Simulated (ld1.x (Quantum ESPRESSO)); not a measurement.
## Building the ultrasoft potential for In (Z = 49) (PBE, scalar-relativistic).

Input for ld1.x (Quantum ESPRESSO) 7.5:

```
&input
   title='In', zed=49., rel=1, dft='PBE', iswitch=3,
   config='[Kr] 4d10 5s2 5p1',
   nld=3, rlderiv=3.55, eminld=-3.0, emaxld=5.0, deld=0.02
 /
 &inputp
   pseudotype=3, tm=.true., lloc=-2, rcloc=2.40,
   nlcc=.true., rcore=1.15,
   which_augfun='PSQ', rmatch_augfun_nc=.true.,
   file_pseudopw='In.UPF', file_wfcaegen='ae.wfc', file_wfcncgen='nc.wfc', file_beta='beta', file_chi='chi', file_wfcusgen='us.wfc'
 /
6
5S  1  0   2.00   0.00  1.50  2.05  0.0
5S  1  0   0.00   0.70  1.50  2.05  0.0
5P  2  1   1.00   0.00  3.00  3.25  0.0
5P  2  1   0.00   0.45  3.00  3.25  0.0
4D  3  2  10.00   0.00  1.70  2.00  0.0
4D  3  2   0.00   0.05  1.70  2.00  0.0
 &test
   configts(1)='4d10 5s2 5p1'
 /
```

Command:

```bash
ld1.x < In.in > In.out
```

The program printed (shortened: banner, matrices, multipoles, cross overlaps and the repeated all-electron block are left out):

```
Program LD1 v.7.5
     --------------------------- All-electron run ----------------------------

     In
     scalar relativistic calculation

     atomic number is 49.00
     dft =PBE   lsd =0 sic =0 latt =0  beta=0.20 tr2=1.0E-14
     Exchange-correlation= PBE
                           (   1   4   3   4   0   0   0)
     mesh =1241 r(mesh) = 100.30140 a.u. xmin = -7.00 dx = 0.01250
     1 Ry =  13.60569312 eV, c = 137.03599908

     n l     nl                  e(Ry)          e(Ha)          e(eV)
     1 0     1S 1( 2.00)     -2039.9100     -1019.9550    -27754.3892
     2 0     2S 1( 2.00)      -305.4337      -152.7169     -4155.6374
     2 1     2P 1( 6.00)      -274.1375      -137.0687     -3729.8300
     3 0     3S 1( 2.00)       -57.9587       -28.9793      -788.5681
     3 1     3P 1( 6.00)       -47.7106       -23.8553      -649.1352
     4 0     4S 1( 2.00)        -8.7948        -4.3974      -119.6592
     4 1     4P 1( 6.00)        -5.7424        -2.8712       -78.1300
     3 2     3D 1(10.00)       -31.8038       -15.9019      -432.7123
     4 2     4D 1(10.00)        -1.3688        -0.6844       -18.6233
     5 0     5S 1( 2.00)        -0.6035        -0.3017        -8.2110
     5 1     5P 1( 1.00)        -0.1851        -0.0926        -2.5185

     final scf error:  6.5E-15 reached in  26 iterations

     Etot =  -11763.278081 Ry,   -5881.639040 Ha, -160047.551690 eV

     Ekin =   12261.098761 Ry,    6130.549381 Ha,  166820.747093 eV
     Encl =  -28443.021702 Ry,  -14221.510851 Ha, -386987.024767 eV
     Eh   =    4737.642377 Ry,    2368.821188 Ha,   64458.908302 eV
     Exc  =    -318.997517 Ry,    -159.498758 Ha,   -4340.182318 eV

     normalization and overlap integrals

     s(1S/1S) =  1.000000  <r> =   0.0297  <r2> =    0.0012  r(max) =   0.0192
     s(2S/2S) =  1.000000  <r> =   0.1285  <r2> =    0.0195  r(max) =   0.1090
     s(2P/2P) =  1.000000  <r> =   0.1122  <r2> =    0.0154  r(max) =   0.0870
     s(3S/3S) =  1.000000  <r> =   0.3486  <r2> =    0.1390  r(max) =   0.3153
     s(3P/3P) =  1.000000  <r> =   0.3471  <r2> =    0.1399  r(max) =   0.3075
     s(4S/4S) =  1.000000  <r> =   0.8480  <r2> =    0.8143  r(max) =   0.7658
     s(4P/4P) =  1.000000  <r> =   0.9218  <r2> =    0.9725  r(max) =   0.8152
     s(3D/3D) =  1.000000  <r> =   0.3243  <r2> =    0.1250  r(max) =   0.2581
     s(4D/4D) =  1.000000  <r> =   1.1828  <r2> =    1.6828  r(max) =   0.9354
     s(5S/5S) =  1.000000  <r> =   2.6097  <r2> =    7.8334  r(max) =   2.1612
     s(5P/5P) =  1.000000  <r> =   3.7447  <r2> =   16.6771  r(max) =   2.8453

     ------------------------ End of All-electron run ------------------------

     --------------------- Generating US pseudopotential ---------------------

      Generating local potential from pseudized AE potential:
      Matching radius rcloc =   2.4000
      Enforcing V''(0)=0 (lloc=-2)

      Local pseudo, rcloc= 2.419 Estimated cut-off energy=     5.50 Ry

      Computing core charge for nlcc:

       r > 1.16 : true rho core
       r < 1.16 : rho core = a sin(br)/r    a=  10.24  b=   2.26

      Integrated core pseudo-charge :   7.10
      Wfc-us  5S rcutus= 2.030  Estimated cut-off energy=    10.53 Ry
      Wfc-us  5S rcutus= 2.030  Estimated cut-off energy=    12.42 Ry
      Wfc-us  5P rcutus= 3.265  Estimated cut-off energy=     7.17 Ry
      Wfc-us  5P rcutus= 3.265  Estimated cut-off energy=     9.17 Ry
      Wfc-us  4D rcutus= 1.980  Estimated cut-off energy=    30.63 Ry
      Wfc-us  4D rcutus= 1.980  Estimated cut-off energy=    52.81 Ry

     Q pseudized with Bessel functions
     Expected ecutrho=     490.2620 due to l1=  1   l2=  2

     ------------------- End of pseudopotential generation -------------------

     Computing logarithmic derivative in   3.54114
     Computing logarithmic derivative in   3.54114
     Computing the partial wave expansion
     R is outside the sphere for l=    0 j= 0.00
     R is outside the sphere for l=    0 j= 0.00
     R is outside the sphere for l=    1 j= 0.00
     R is outside the sphere for l=    1 j= 0.00
     R is outside the sphere for l=    2 j= 0.00
     R is outside the sphere for l=    2 j= 0.00

     ---------------------- Testing the pseudopotential ----------------------

     In
     scalar relativistic calculation

     atomic number is 49.00   valence charge is 13.00
     dft =PBE   lsd =0 sic =0 latt =0  beta=0.20 tr2=1.0E-14
     mesh =1241 r(mesh) = 100.30140 xmin = -7.00 dx = 0.01250

     n l     nl             e AE (Ry)        e PS (Ry)    De AE-PS (Ry)
     3 2     4D   1(10.00)       -1.36879       -1.36879        0.00000
     1 0     5S   1( 2.00)       -0.60349       -0.60350        0.00000
     2 1     5P   1( 1.00)       -0.18511       -0.18511        0.00000

     eps = 3.4E-15  iter =  3

     Etot =  -11763.278081 Ry,   -5881.639040 Ha, -160047.551690 eV
     Etotps =  -127.690582 Ry,     -63.845291 Ha,   -1737.318879 eV

     Ekin =      27.976342 Ry,      13.988171 Ha,     380.637529 eV
     Encl =    -215.616462 Ry,    -107.808231 Ha,   -2933.611409 eV
     Ehrt =     104.703171 Ry,      52.351585 Ha,    1424.559211 eV
     Ecxc =     -30.465353 Ry,     -15.232676 Ha,    -414.502238 eV
     (Ecc =     -10.486454 Ry,      -5.243227 Ha,    -142.675481 eV)
     Epseu=     -14.288281 Ry,      -7.144141 Ha,    -194.401971 eV

     ---------------------- End of pseudopotential test ----------------------
```

Generation and configuration tests took about 1.8 s on one core of a shared server CPU.

Transferability test of the new file with ld1.x, input:

```
&input
   title='In', zed=49., rel=1, dft='PBE', iswitch=2,
   config='[Kr] 4d10 5s2 5p1'
 /
 &test
   file_pseudo='In.UPF', nconf=8,
   configts(1)='4d10 5s2 5p1',
   configts(2)='4d10 5s2 5p0',
   configts(3)='4d10 5s1 5p0',
   configts(4)='4d10 5s0 5p0',
   configts(5)='4d9 5s2 5p1',
   configts(6)='4d10 5s0 5p3',
   configts(7)='4d9 5s0 5p0',
   configts(8)='4d9 5s2 5p2'
 /
```

```bash
ld1.x < In.test.in > In.test.out
```

Pseudopotential blocks of its output, shortened (energy terms left out; the distinct warnings before each block abridged to one line each):

```
     ---------------------- Testing the pseudopotential ----------------------

     n l     nl             e AE (Ry)        e PS (Ry)    De AE-PS (Ry)
     3 2     4D   1(10.00)       -1.36879       -1.36879        0.00000
     1 0     5S   1( 2.00)       -0.60349       -0.60350        0.00000
     2 1     5P   1( 1.00)       -0.18511       -0.18511        0.00000

     eps = 3.4E-15  iter =  3

     Etot =  -11763.278081 Ry,   -5881.639040 Ha, -160047.551690 eV
     Etotps =  -127.690582 Ry,     -63.845291 Ha,   -1737.318879 eV

     ---------------------- End of pseudopotential test ----------------------

          ---------------------- Testing the pseudopotential ----------------------

     n l     nl             e AE (Ry)        e PS (Ry)    De AE-PS (Ry)
     3 2     4D   1(10.00)       -1.91631       -1.91616       -0.00015
     1 0     5S   1( 2.00)       -1.09694       -1.09770        0.00076
     2 1     5P   1( 0.00)       -0.61969       -0.62078        0.00109

     eps = 2.2E-15  iter =  9

     Etot =  -11762.883901 Ry,   -5881.441951 Ha, -160042.188603 eV
     Etotps =  -127.295947 Ry,     -63.647973 Ha,   -1731.949586 eV
     dEtot_ae =       0.394180 Ry
     dEtot_ps =       0.394636 Ry,   Delta E=      -0.000456 Ry

     ---------------------- End of pseudopotential test ----------------------

          ---------------------- Testing the pseudopotential ----------------------

     n l     nl             e AE (Ry)        e PS (Ry)    De AE-PS (Ry)
     3 2     4D   1(10.00)       -2.68486       -2.68508        0.00022
     1 0     5S   1( 1.00)       -1.73982       -1.74124        0.00142
     2 1     5P   1( 0.00)       -1.19185       -1.19456        0.00271

     eps = 5.0E-16  iter =  9

     Etot =  -11761.470178 Ry,   -5880.735089 Ha, -160022.953921 eV
     Etotps =  -125.880918 Ry,     -62.940459 Ha,   -1712.697146 eV
     dEtot_ae =       1.807903 Ry
     dEtot_ps =       1.809664 Ry,   Delta E=      -0.001761 Ry

     ---------------------- End of pseudopotential test ----------------------

          ---------------------- Testing the pseudopotential ----------------------

     n l     nl             e AE (Ry)        e PS (Ry)    De AE-PS (Ry)
     3 2     4D   1(10.00)       -3.51966       -3.52104        0.00138
     1 0     5S   1( 0.00)       -2.43012       -2.43274        0.00262
     2 1     5P   1( 0.00)       -1.81351       -1.81735        0.00384

     eps = 6.6E-15  iter = 13

     Etot =  -11759.388675 Ry,   -5879.694338 Ha, -159994.633626 eV
     Etotps =  -123.797097 Ry,     -61.898549 Ha,   -1684.345316 eV
     dEtot_ae =       3.889406 Ry
     dEtot_ps =       3.893485 Ry,   Delta E=      -0.004079 Ry

     ---------------------- End of pseudopotential test ----------------------

          Warning: n=3, l=2 expected 0 nodes, found 1
     ---------------------- Testing the pseudopotential ----------------------

     n l     nl             e AE (Ry)        e PS (Ry)    De AE-PS (Ry)
     3 2     4D   1( 9.00)       -2.35305       -2.37195        0.01890  !
     1 0     5S   1( 2.00)       -1.27855       -1.28329        0.00474
     2 1     5P   1( 1.00)       -0.74467       -0.74153       -0.00314

     eps = 2.8E-15  iter = 13

     Etot =  -11761.432155 Ry,   -5880.716077 Ha, -160022.436583 eV
     Etotps =  -125.837589 Ry,     -62.918795 Ha,   -1712.107624 eV
     dEtot_ae =       1.845926 Ry
     dEtot_ps =       1.852993 Ry,   Delta E=      -0.007067 Ry

     ---------------------- End of pseudopotential test ----------------------

          ---------------------- Testing the pseudopotential ----------------------

     n l     nl             e AE (Ry)        e PS (Ry)    De AE-PS (Ry)
     3 2     4D   1(10.00)       -1.59542       -1.60261        0.00720  !
     1 0     5S   1( 0.00)       -0.73951       -0.74029        0.00079
     2 1     5P   1( 3.00)       -0.28182       -0.28222        0.00040

     eps = 7.8E-15  iter = 14

     Etot =  -11762.399986 Ry,   -5881.199993 Ha, -160035.604596 eV
     Etotps =  -126.812359 Ry,     -63.406179 Ha,   -1725.370034 eV
     dEtot_ae =       0.878095 Ry
     dEtot_ps =       0.878224 Ry,   Delta E=      -0.000129 Ry

     ---------------------- End of pseudopotential test ----------------------

          BEWARE! Errors in PS-KS equations
     Warning: n=1, l=0 expected 0 nodes, found 3
     Warning: n=2, l=1 expected 0 nodes, found 3
     ---------------------- Testing the pseudopotential ----------------------

     n l     nl             e AE (Ry)        e PS (Ry)    De AE-PS (Ry)
     3 2     4D   1( 9.00)       -4.78572       -4.78572        0.00000
     1 0     5S   1( 0.00)       -3.32822       -3.32822        0.00000
     2 1     5P   1( 0.00)       -2.61880       -2.61880        0.00000

     eps = 7.0E-30  iter =  3

     Etot =  -11755.244168 Ry,   -5877.622084 Ha, -159938.244736 eV
     Etotps =   -53.557964 Ry,     -26.778982 Ha,    -728.693228 eV
     dEtot_ae =       8.033913 Ry
     dEtot_ps =      74.132618 Ry,   Delta E=     -66.098705 Ry

     ---------------------- End of pseudopotential test ----------------------

          ---------------------- Testing the pseudopotential ----------------------

     n l     nl             e AE (Ry)        e PS (Ry)    De AE-PS (Ry)
     3 2     4D   1( 9.00)       -1.77783       -1.80218        0.02435  !
     1 0     5S   1( 2.00)       -0.75443       -0.76087        0.00644  !
     2 1     5P   1( 2.00)       -0.27030       -0.26997       -0.00033

     eps = 7.6E-15  iter = 15

     Etot =  -11761.932561 Ry,   -5880.966280 Ha, -160029.244958 eV
     Etotps =  -126.336443 Ry,     -63.168222 Ha,   -1718.894878 eV
     dEtot_ae =       1.345520 Ry
     dEtot_ps =       1.354139 Ry,   Delta E=      -0.008619 Ry

     ---------------------- End of pseudopotential test ----------------------
```
